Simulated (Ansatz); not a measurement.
`C[O][SnH3]` + `C#CN` → `C#C[NH][SnH3]` + CH₃OH at 298.15 K and 1 bar (ligand exchange at the Sn–O bond).

Isolated molecules relaxed with PBE0-D4/def2-TZVP in Ansatz; ΔE leaves out vibrations. CCSD(T)/CBS adds triple-zeta CCSD(T) − MP2 to the extrapolated MP2 energy (def2 sets, frozen cores). This one scheme is used for every species. def2 core potentials past Kr. For Sn outer-core shells are correlated without core-valence functions, which leaves a few kJ/mol of doubt a bond. Each species was taken in one conformer, which may not be the lowest.

```json
{"species": "`C[O][SnH3]`", "CCSD(T)/CBS energy (Eh)": "-330.83288", "H − E (kJ/mol)": "179.3", "S (J/(mol·K))": "324.5"}
{"species": "`C#CN`", "CCSD(T)/CBS energy (Eh)": "-132.52893", "H − E (kJ/mol)": "129.7", "S (J/(mol·K))": "253.5"}
{"species": "`C#C[NH][SnH3]`", "CCSD(T)/CBS energy (Eh)": "-347.74191", "H − E (kJ/mol)": "162.8", "S (J/(mol·K))": "344.2"}
{"species": "CH₃OH", "CCSD(T)/CBS energy (Eh)": "-115.61712", "H − E (kJ/mol)": "146.3", "S (J/(mol·K))": "238.2"}
```

H − E and S are ideal-gas, rigid-rotor, harmonic terms from PBE0-D4/def2-TZVP, for one conformer and one mirror image of each species. 1 Eh = 2625.50 kJ/mol, R = 8.31446 J/(mol·K).

**Question.** By hand: ΔE, ΔH, ΔS and ΔG.

**Answer.** ΔE = (-347.74191) + (-115.61712) − (-330.83288) − (-132.52893) = 0.00278 Eh = 7.3 kJ/mol. Δ(H − E) = 162.8 + 146.3 − 179.3 − 129.7 = 0.1, so ΔH = 7.4 kJ/mol. ΔS = 344.2 + 238.2 − 324.5 − 253.5 = 4.4 J/(mol·K). ΔG = 7.4 − 298.15 × (4.4)/1000 = 6.1 kJ/mol.

**Question.** By hand: the equilibrium constant, and the temperature at which ΔG would vanish if ΔH and ΔS stayed fixed.

**Answer.** log₁₀ K = −ΔG/(RT ln 10) = -1.1. ΔG = 0 at ΔH/ΔS = 1682 K, though so small a ΔH makes that figure unsure.

The number of gas molecules stays the same, so ΔS is small and ΔH decides. A doubt of 5 kJ/mol in ΔE shifts log₁₀ K by 0.9 here. Other conformers and mirror images would add mixing entropy, several J/(mol·K) or more a flexible species. These are equilibria of isolated gas molecules and say nothing of rates. Largest T1 diagnostic: 0.014 (customary marks: 0.02 for closed shells, 0.045 for open ones).
